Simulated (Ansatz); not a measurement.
System: C2H10OSi2, net charge 0, singlet state. 
Coordinates optimised at B3LYP-D3(BJ)/def2-TZVP (Ansatz, a program for electronic structure):
```
Si
O 1 1.6475
Si 2 1.6313 1 147.77
H 3 1.4789 2 108.79 1 179.84
H 1 1.4826 2 106.50 3 179.40
H 3 1.4833 4 109.28 2 -120.70
H 3 1.4833 4 109.28 6 -118.60
C 1 1.8675 5 109.88 2 -118.69
H 8 1.0918 1 111.11 5 59.43
H 8 1.0927 9 107.97 1 -122.11
H 8 1.0928 9 107.90 10 -116.28
C 1 1.8675 5 109.88 2 118.71
H 12 1.0918 1 111.11 5 -59.47
H 12 1.0927 13 107.97 1 122.12
H 12 1.0928 13 107.90 14 116.27
```
Charge 0, spin multiplicity 1.

Property: atomisation energy (electronic, to ground-state atoms), in kcal/mol. Correlated levels leave the core frozen unless marked. UHF or UKS for open shells. No spin-orbit coupling. Non-relativistic unless marked X2C. The coupled-cluster limit lacks core correlation, which all-electron functionals hold. Basis-set limits of correlation are two-point, X^-3; Hartree-Fock from the larger set.

```
level                                        program  atomisation energy (kcal/mol)  minus last row
------------------------------------  --------------  -----------------------------  --------------
HF/aug-cc-pV(T+d)Z                            Ansatz                         1002.0          -310.3
PBE0-D3(BJ)/def2-TZVP                 Ansatz + dftd3                         1298.3           -14.0
HSE06/def2-TZVPD                              Ansatz                         1292.5           -19.8
B2GP-PLYP-D4/def2-TZVPD               Ansatz + dftd4                         1291.5           -20.8
SCS-MP2/cc-pV(T+d)Z                           Ansatz                         1290.7           -21.6
X2C-CCSD(T)/cc-pVTZ-DK                        Ansatz                         1271.3           -41.0
CCSD(T)/CBS(cc-pV(T+d)Z,cc-pV(Q+d)Z)          Ansatz                         1312.3             0.0
```
